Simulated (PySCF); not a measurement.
Ionisation energy of Hg⁵⁷⁺ by level of theory

Hg⁵⁷⁺ [Ar] 3d5 (6S) → Hg⁵⁸⁺ [Ar] 3d4 (5D), as a difference of total energies. All numbers are calculated (PySCF 2.14, no relativity, point nucleus, in an uncontracted even-tempered set (16 s from 15 bohr⁻², ratio 2.5; 10 p from 19 bohr⁻², ratio 2.5; 7 d from 19 bohr⁻², ratio 2.5; 4 f from 73 bohr⁻², ratio 2.7; 3 g from 110 bohr⁻², ratio 2.7)). Correlated levels: outer shells: [Ne] frozen; virtual orbitals above 40 to 60 times the deepest correlated orbital energy dropped. The calculations carry no spin-orbit coupling.

```
                method  ionisation energy (eV)
                   UHF                  5824.2
                   LDA                  5819.2
                   PBE                  5818.8
                  PBE0                  5820.6
                r2SCAN                  5821.4
                revPBE                  5818.8
                 TPSSh                  5818.5
    MP2 (outer shells)                  5823.9
SCS-MP2 (outer shells)                  5823.3
```

Spin-orbit coupling is strong in these open shells (close to jj coupling). The scalar numbers leave it out and a first-order estimate fails, so it can dominate the gap to the real levels.

The gap to the reference is mostly relativistic.

For comparison: 5780 ± 6 eV (theoretical estimate listed by NIST; NIST Atomic Spectra Database, ionization energies).
